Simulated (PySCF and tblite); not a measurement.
The numbers below are computed, except where a source is named.
C6H11F, numbered as in [F:1][CH:2]1[CH2:3][CH2:4][CH2:5][CH2:6][CH2:7]1.

Level: PBE0-D3(BJ)/pcSseg-1 (IEF-PCM, chloroform)//GFN2-xTB, thermal terms from GFN2-xTB, symmetry numbers and mirror pairs counted. Conformers within 2.5 kcal/mol (GFN2-xTB free energy) were kept, 4 at most. GIAO shieldings: PBE0/pcSseg-1 (IEF-PCM, chloroform). Shifts are against TMS (¹H), TMS (¹³C), CFCl3 (¹⁹F) at the same level; of two unlike H on one atom, a is the less shielded. (PySCF 2.14, tblite 0.8.)

(1) What shifts does this protocol give at 298.15 K under fast conformational exchange?

(2) How do the conformers differ?

Unscaled ¹⁹F shifts at such levels can be off by tens of ppm; differences between conformers or isomers are more reliable. Shifts are unscaled: against experiment ¹³C can be off by 15 ppm or more and ¹H by 0.8 ppm.

Answers

(1) ¹H: 4.87 (H2, 1H), 1.83 (H3a/H7a, 2H), 1.80 (H4a/H6a, 2H), 1.72 (H3b/H7b, 2H), 1.44 (H5a, 1H), 1.40 (H4b/H6b, 2H), 1.38 (H5b, 1H) ppm. ¹³C: 94.6 (C2), 36.7 (C3/C7), 29.8 (C5), 26.7 (C4/C6) ppm. ¹⁹F: -210.6 (F1) ppm.

(2) The 6-ring runs over atoms 2–3–4–5–6–7.
| conformer | shape | weight % |
| --- | --- | --- |
| 1 | 6-ring chair (all substituents equatorial) | 54.7 |
| 2 | 6-ring chair (F1 axial) | 45.3 |

```
 signal       1       2  average
     H2    4.67    5.10     4.87
H3a/H7a    2.19    1.40     1.83
H3b/H7b    1.42    2.08     1.72
H4a/H6a    1.85    1.73     1.80
H4b/H6b    1.25    1.58     1.40
    H5a    1.63    1.21     1.44
    H5b    1.08    1.75     1.38
     C2    96.8    91.8     94.6
  C3/C7    37.6    35.5     36.7
  C4/C6    28.3    24.9     26.7
     C5    29.5    30.1     29.8
     F1  -201.5  -221.6   -210.6
```
